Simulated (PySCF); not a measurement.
B3LYP has the VWN-RPA correlation part, as in Gaussian. 

Cartesian coordinates (Å):
SMILES: [SH][Ga][SH]
```xyz
5

S      1.3717     0.8096    -0.6020
Ga     0.1401    -0.9460     0.0209
S     -2.0710    -0.6491     0.0974
H      2.5368     0.1513    -0.4910
H     -1.9776     0.6342    -0.2968
```
Charge 0, spin multiplicity 2.

Q: Predict the highest occupied spin orbital, total energy and dipole moment from B3LYP-D3(BJ)/def2-TZVP // PBE0-D4/def2-TZVP run with PySCF 2.14.0.

A: 
```json
{
  "highest_occupied_spin_orbital": "-6.04 eV",
  "total_energy": "-2722.6059 Ha",
  "dipole_moment": "1.32 D"
}
```
